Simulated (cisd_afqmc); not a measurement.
Input (AFQMC/CISD/cc-pVDZ; cisd_afqmc is a phaseless AFQMC code with CISD trial states that reads the integrals written by Ansatz):

Ansatz 0.2 input:
```python
import cisd_afqmc

open("ham.yaml", "w").write("""\
crystal:
  periodic: [false, false, false]
  atoms:
    - {symbol: B, position_ang: [-0.00000000, -0.00000000, -0.65016523]}
    - {symbol: F, position_ang: [0.00000000, 0.00000000, 0.56413896]}
    - {symbol: H, position_ang: [-0.00000000, -0.00000000, -1.82642451]}
basis:
  gaussian:
    orbitals: cc-pVDZ
total_charge: 1
magnetization: {spin_polarized: false}
correlation: {method: ccsd, electrons: outside_noble_gas, hamiltonian_folder: ham}
""")
rep = cisd_afqmc.ansatz("ham.yaml")
e_ccsd = rep["correlation"]["coupled_cluster"]["energy"]["hartree"]
out = cisd_afqmc.run("ham", e_ccsd, trial="CISD", walkers=200, populations=8, threads=8, dt=0.005, steps=40, early=24, settle=10, least=32,
    cut=5e-5, rank_cut=2e-4, target=0.0004, seconds=1500, seed=1, memory=17280, gpu=False)
```

Output:

```
orbitals 31, occupied [5], factors 161 of 304, rank of the doubles 74 of 130
E(HF) = -124.406253
E(CCSD) on the cut factors = -124.666317, shift to the whole factors -0.000005
Energy of the trial state on the determinant = -124.666282
  tau behind 7.2 of longer steps, mean of the populations' last blocks
   2.0  -124.67323
   4.0  -124.67162
   6.0  -124.67333
   8.0  -124.67223
blocks 257 (0 outliers left out), error by blocks joined: 1: 0.00018, 2: 0.00021, 4: 0.00024, 8: 0.00029, 16: 0.00035
E(AFQMC/CISD) = -124.67235 +/- 0.00035
```
